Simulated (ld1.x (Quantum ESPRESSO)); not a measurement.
**Before and after: PAW potential for Fe**

* Element: Fe (Z = 26)
* Generator: ld1.x (Quantum ESPRESSO) 7.5
* Type: PAW
* Functional: LDA (PZ)
* Relativity: scalar-relativistic
* Frozen core: [Ar]
* Valence charge: 8
* Reference configuration: 3d6 4s2 4p0
* Partial waves: 4s (bound): rcut 2.05, rcutus 2.60 bohr; 4s channel at 0.15 Ry: rcut 2.05, rcutus 2.60 bohr; 4p (bound, empty): rcut 2.40, rcutus 3.00 bohr; 4p channel at 2.15 Ry: rcut 2.40, rcutus 3.00 bohr; 3d (bound): rcut 1.40, rcutus 1.65 bohr; 3d channel at 3.55 Ry: rcut 1.40, rcutus 1.65 bohr
* Local potential: all-electron potential smoothed inside 1.95 bohr (lloc = -1)
* Core correction: Bessel-smoothed model core, default radius (core density twice the valence density)
* Augmentation charge: PSQ, radius 1.15 bohr

All-electron outer shells of the reference configuration (LDA (PZ), scalar-relativistic, ld1.x):

```tsv
shell	level (eV)	outermost node (bohr)	outermost maximum (bohr)
3s	-93.51	0.33	0.70
3p	-59.93	0.30	0.72
3d	-7.75	–	0.71
4s	-5.49	1.01	2.38
4p	-1.44	1.10	3.29
```

Change: all radii but the core radius scaled by about 1.08 (s 2.80, p 3.24, d 1.78 bohr, rcut 2.20/2.58/1.50); local potential all-electron potential smoothed inside 2.10 bohr (lloc = -1); augmentation PSQ, radius 1.24 bohr.

Cutoffs: the cutoffs (Ry, on a coarse ladder) from which the occupation-weighted sum of valence levels, in a spherical-Bessel basis at the reference potential, stays within 10 and 1 mRy of its value at 400 Ry; they do not see the model core or the augmentation charge, which bear on the density cutoff. Errors are all-electron minus pseudo energies relative to the spin-unpolarised reference configuration.

Problem. How do hardness, ghosts and transferability respond?

Solution. The potential gets softer (40 Ry and 70 Ry → 35 Ry and 55 Ry); of the 9 tests that both files solve, the error grows in 2 and shrinks in 1 by more than 15 % and 0.3 meV (median size 15.4 → 15.3 meV); neither file shows a bound ghost. A larger radius leaves more room for a smooth pseudo-wave, so fewer plane waves are needed.

| quantity | base | changed |
| --- | --- | --- |
| cutoff, loose | 40 Ry | 35 Ry |
| cutoff, tight | 70 Ry | 55 Ry |
| loose cutoff by channel (10 mRy a level) | s 6 Ry, d 35 Ry | s 6 Ry, d 30 Ry |
| bound ghosts | none | none |
| error for 3d6 4s1 4p0, meV [ΔE 8.98 eV] | -2.3 | -2.6 |
| error for 3d6 4s0 4p0, meV [ΔE 25.47 eV] | -12 | -14 |
| error for 3d5 4s0 4p0, meV [ΔE 60.00 eV] | -288 | -290 |
| error for 3d6 4s0 4p2, meV [ΔE 8.61 eV] | -1.0 | -3.2 |
| error for 3d5 4s2 4p1, meV [ΔE 8.86 eV] | -135 | -109 |
| error for 3d6 4s1.5 4p0, meV [ΔE 3.60 eV] | -0.7 | -0.7 |
| error for 3d5 4s2 4p0, meV [ΔE 14.48 eV] | -129 | -112 |
| error for 3d6 4s2 4p0 (spin-polarised), meV [ΔE -3.39 eV] | -16 | -15 |
| error for 3d6 4s1 4p0 (spin-polarised), meV [ΔE 4.81 eV] | -15 | -16 |
| lowest overlap eigenvalue by channel | s 0.35, p 0.59, d 0.88 | s 0.35, p 0.58, d 0.89 |
